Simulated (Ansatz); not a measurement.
The cluster Li₁₂, 12 atoms. Hardware: 4 threads of Arm Neoverse V2 on a shared host.

Correlated methods freeze no core orbitals; core or outer-core shells of Li are correlated, in sets that lack core-valence functions.

(1) How many basis functions does each of these Ansatz runs have, and roughly what does it cost? PBE/def2-SVP, charge 0 singlet, energy, from earlier orbitals; PBE-QIDH/def2-TZVP, charge 0 singlet, energy, from earlier orbitals; r2SCAN/def2-TZVP, charge 1 doublet at the geometry of the charge 0 singlet, energy, from earlier orbitals; PBE0/def2-SVP, charge 0 singlet, relaxation, 34 steps; PBE0/def2-TZVP, charge 0 triplet at the geometry of the charge 0 singlet, energy; ωB97M-V/def2-TZVP, charge 0 singlet, energy, from earlier orbitals; PBE0/def2-TZVPD, charge -1 doublet at the geometry of the charge 0 singlet, energy, from earlier orbitals; PBE/def2-TZVPD, charge 0 singlet, energy, from earlier orbitals; PBE with 15 % exact exchange/def2-TZVP, charge 0 singlet, energy, from earlier orbitals; PBE/def2-TZVP, charge 1 doublet at the geometry of the charge 0 singlet, energy, from earlier orbitals; HF/6-31G, charge 0 singlet, energy; PBE/def2-TZVP, charge 0 singlet, energy and forces, from earlier orbitals.

Results:

(1) Other jobs shared the machine, so times can vary by a factor of up to 3. A dash marks memory too small to be measured apart from the calling script's.

```
                                                                                                      run  functions  fitting or Cholesky vectors  wall time  peak host memory (GiB)
                                                                       HF/6-31G, charge 0 singlet, energy        108                         1452     0.65 s                       –
                                            PBE/def2-SVP, charge 0 singlet, energy, from earlier orbitals        108                         1632      1.9 s                       –
                  PBE with 15 % exact exchange/def2-TZVP, charge 0 singlet, energy, from earlier orbitals        168                         1548      2.1 s                       –
                                PBE/def2-TZVP, charge 0 singlet, energy and forces, from earlier orbitals        168                         1548      2.4 s                       –
                                          PBE/def2-TZVPD, charge 0 singlet, energy, from earlier orbitals        204                         1980      3.1 s                       –
   PBE/def2-TZVP, charge 1 doublet at the geometry of the charge 0 singlet, energy, from earlier orbitals        168                         1548      4.5 s                       –
                                      PBE-QIDH/def2-TZVP, charge 0 singlet, energy, from earlier orbitals        168                         1820      5.5 s                       –
                                       ωB97M-V/def2-TZVP, charge 0 singlet, energy, from earlier orbitals        168                         1548       11 s                    0.72
                         PBE0/def2-TZVP, charge 0 triplet at the geometry of the charge 0 singlet, energy        168                         1548       12 s                    0.58
PBE0/def2-TZVPD, charge -1 doublet at the geometry of the charge 0 singlet, energy, from earlier orbitals        204                         1980       21 s                     1.1
r2SCAN/def2-TZVP, charge 1 doublet at the geometry of the charge 0 singlet, energy, from earlier orbitals        168                         1548       24 s                    0.63
                                                    PBE0/def2-SVP, charge 0 singlet, relaxation, 34 steps        108                         1716       99 s                       –
```
